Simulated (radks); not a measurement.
Numerical settings for the iridium ion Ir65+, [Ne] 3s2. Method: Dirac Kohn-Sham, LDA (Slater exchange, Perdew-Wang correlation), spin-unpolarised, spherical densities, finite nucleus; Fermi nuclear charge, rms radius 5.4032 fm; computed with a radial shooting solver on a logarithmic mesh with Libxc functionals. The defaults (mesh step 0.008 in ln r, mesh end at 40 bohr or more with all orbitals vanishing there, Anderson mixing 0.5 over 9 steps, residual threshold near 1e-9 with the energy settled to 1e-9 hartree or 1e-11 of itself, here a cap of 91 iterations) give E = -12664.2917 hartree and 3s1/2 at -7672.9 eV in 13 iterations. Run on one thread of a shared host, so times are rough (Arm Neoverse V2): 0.03 s of CPU time, 0.03 s wall, 13 iterations on 2189 mesh points. Changes against that run (0 stands for a change within the tolerance of the run):

| setting | iterations | converged | E (mhartree) | e(3s1/2) (meV) | CPU (s) |
|---|---|---|---|---|---|
| mesh step in ln r 0.02 | 13 | yes | 0 | +0.00292 | 0.02 |
| mesh step in ln r 0.2 | 91 | no | diverged | - | 0.11 |
| mesh step in ln r 0.03 | 13 | yes | +0.00315 | +0.0346 | 0.01 |
| mesh end (bohr) 1 | 13 | yes | 0 | 0 | 0.03 |
| mesh end (bohr) 3 | 13 | yes | 0 | 0 | 0.03 |
| residual threshold 0.01 | 7 | yes | 0 | -0.361 | 0.02 |
| residual threshold 0.001 | 7 | yes | 0 | -0.361 | 0.02 |
| mixing 0.01 | 21 | yes | 0 | 0 | 0.05 |
| linear mixing, mixing 0.05 | 91 | no | +1.16 | -9.78e+03 | 0.2 |
| linear mixing, mixing 0.5 | 34 | yes | 0 | 0 | 0.07 |
| mixing history 20 | 18 | yes | 0 | 0 | 0.04 |
| iteration cap 2 | 2 | no | +8.86e+03 | -7.83e+05 | 0.01 |

No run marked as converged misses the energy by more than 1 mhartree. A mesh that ends early acts as a hard wall.
